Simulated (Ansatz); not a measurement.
Molecule: CH$_{3}$Cl$_{2}$Si (charge 0, doublet). It need not be the lowest isomer of its formula. SMILES: [Si](Cl)(Cl)C
Geometry from a B3LYP-D3(BJ)/def2-TZVP (Ansatz, a first-principles code) optimisation:
```
C
H 1 1.0903
H 1 1.0903 2 109.31
H 1 1.0925 2 109.07 3 -119.17
Si 1 1.8726 2 110.12 4 -119.74
Cl 5 2.0732 1 108.88 2 60.44
Cl 5 2.0732 1 108.88 2 178.95
```
Charge 0, spin multiplicity 2.

Wanted: atomisation energy (electronic, to ground-state atoms), in eV. Correlated levels leave the core frozen unless marked. UHF or UKS for open shells. No spin-orbit coupling. Non-relativistic unless marked X2C. The coupled-cluster limit lacks core correlation, which all-electron functionals hold. CBS marks a two-point X^-3 extrapolation of the correlation energy; Hartree-Fock from the larger set. [CCSD(T)-MP2]/basis is that difference in the basis named.

```json
[
 {"level": "SVWN5/def2-TZVPD", "program": "Ansatz", "atomisation energy (eV)": "27.88"},
 {"level": "r2SCAN-D4/def2-TZVPD", "program": "Ansatz + dftd4", "atomisation energy (eV)": "24.91"},
 {"level": "PBE0-D3(BJ)/def2-TZVPD", "program": "Ansatz + dftd3", "atomisation energy (eV)": "24.78"},
 {"level": "PBE0/def2-QZVPP", "program": "Ansatz", "atomisation energy (eV)": "…"},
 {"level": "SCS-MP2/6-31G*", "program": "Ansatz", "atomisation energy (eV)": "21.97"},
 {"level": "X2C-CCSD(T)/cc-pVTZ-DK", "program": "Ansatz", "atomisation energy (eV)": "…"},
 {"level": "RI-MP2/CBS(cc-pV(T+d)Z,cc-pV(Q+d)Z)+[CCSD(T)-MP2]/cc-pV(T+d)Z", "program": "Ansatz", "atomisation energy (eV)": "24.57"}
]
```

Q: Fill in the missing entries.

A: 
- PBE0/def2-QZVPP, atomisation energy (eV): 24.63
- X2C-CCSD(T)/cc-pVTZ-DK, atomisation energy (eV): 23.63
